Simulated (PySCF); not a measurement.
3-(trifluoromethyl)phenol, C7H5F3O.
Bonds: O1–C2, C2–C3 (aromatic), C3–C4 (aromatic), C4–C5 (aromatic), C5–C6 (aromatic), C6–C7, C7–F8, C7–F9, C7–F10, C6–C11 (aromatic), C2–C11 (aromatic). Hydrogens: H12 on O1; H13 on C3; H14 on C4; H15 on C5; H16 on C11.

A GFN2-xTB structure was refined with PBE0-D3(BJ)/def2-SVP geometry optimisation, gas phase (PySCF). Its GFN2-xTB values:

```csv
coordinate,GFN2-xTB
O1–C2,1.351 Å
O1–H12,0.965 Å
C2–C3,1.394 Å
C2–C11,1.390 Å
C3–C4,1.380 Å
C3–H13,1.078 Å
C4–C5,1.386 Å
C4–H14,1.079 Å
C5–C6,1.387 Å
C5–H15,1.078 Å
C6–C7,1.502 Å
C6–C11,1.388 Å
C7–F8,1.341 Å
C11–H16,1.081 Å
O1–C2–C3,118.3°
O1–C2–C11,122.1°
C2–C11–C6,119.4°
C5–C6–C7,119.7°
C5–C6–C11,121.1°
C6–C7–F8,112.9°
C7–C6–C11,119.1°
F8–C7–F9,106.5°
C5–C6–C7–F8,31°
```

**Question.** How do these coordinates change at the PBE0-D3(BJ)/def2-SVP level?

**Answer.** 
```json
{"coordinate": "C3–H13", "PBE0-D3(BJ)/def2-SVP (Å or °)": "1.092", "change": "+0.014"}
{"coordinate": "C4–H14", "PBE0-D3(BJ)/def2-SVP (Å or °)": "1.092", "change": "+0.013"}
{"coordinate": "C5–H15", "PBE0-D3(BJ)/def2-SVP (Å or °)": "1.091", "change": "+0.013"}
{"coordinate": "C11–H16", "PBE0-D3(BJ)/def2-SVP (Å or °)": "1.093", "change": "+0.012"}
{"coordinate": "C3–C4", "PBE0-D3(BJ)/def2-SVP (Å or °)": "1.390", "change": "+0.010"}
{"coordinate": "C4–C5", "PBE0-D3(BJ)/def2-SVP (Å or °)": "1.394", "change": "+0.008"}
{"coordinate": "C2–C11", "PBE0-D3(BJ)/def2-SVP (Å or °)": "1.398", "change": "+0.008"}
{"coordinate": "C5–C6", "PBE0-D3(BJ)/def2-SVP (Å or °)": "1.394", "change": "+0.007"}
{"coordinate": "C6–C11", "PBE0-D3(BJ)/def2-SVP (Å or °)": "1.394", "change": "+0.006"}
{"coordinate": "C2–C3", "PBE0-D3(BJ)/def2-SVP (Å or °)": "1.399", "change": "+0.005"}
{"coordinate": "C7–F8", "PBE0-D3(BJ)/def2-SVP (Å or °)": "1.336", "change": "-0.005"}
{"coordinate": "O1–C2", "PBE0-D3(BJ)/def2-SVP (Å or °)": "1.347", "change": "-0.004"}
{"coordinate": "C6–C7", "PBE0-D3(BJ)/def2-SVP (Å or °)": "1.504", "change": "+0.002"}
{"coordinate": "O1–H12", "PBE0-D3(BJ)/def2-SVP (Å or °)": "0.963", "change": "-0.002"}
{"coordinate": "C6–C7–F8", "PBE0-D3(BJ)/def2-SVP (Å or °)": "111.6", "change": "-1.3"}
{"coordinate": "F8–C7–F9", "PBE0-D3(BJ)/def2-SVP (Å or °)": "107.6", "change": "+1.1"}
{"coordinate": "C7–C6–C11", "PBE0-D3(BJ)/def2-SVP (Å or °)": "119.8", "change": "+0.7"}
{"coordinate": "O1–C2–C3", "PBE0-D3(BJ)/def2-SVP (Å or °)": "117.9", "change": "-0.4"}
{"coordinate": "O1–C2–C11", "PBE0-D3(BJ)/def2-SVP (Å or °)": "122.5", "change": "+0.4"}
{"coordinate": "C2–C11–C6", "PBE0-D3(BJ)/def2-SVP (Å or °)": "119.8", "change": "+0.4"}
{"coordinate": "C5–C6–C7", "PBE0-D3(BJ)/def2-SVP (Å or °)": "119.4", "change": "-0.3"}
{"coordinate": "C5–C6–C11", "PBE0-D3(BJ)/def2-SVP (Å or °)": "120.8", "change": "-0.3"}
{"coordinate": "C5–C6–C7–F8", "PBE0-D3(BJ)/def2-SVP (Å or °)": "42", "change": "+11"}
```

The energy falls by 3.5 kJ/mol over 7 energy and gradient evaluations, the largest force component goes from 0.0171 to 2.2e-04 Eh/bohr, and the atoms move by 0.098 Å rms after alignment. Among the bonds, C3–H13, C4–H14 and C5–H15 change most and about equally (+0.013 to +0.014 Å). Bonds longer at the end by more than 0.005 Å: 9 of 16; shorter: 2. Among the dihedrals that turn most is C5–C6–C7–F10, from -89° to -77°. Rotational constants go from 2141, 741.9, 609.2 to 2139, 740.5, 608.1 MHz.

The run used 179 basis functions and 47 SCF cycles in all. Time: 1.8 min. Hardware: one thread, Arm Neoverse V2, no GPU, shared host.

No frequency check. The numbers are those of one conformer.
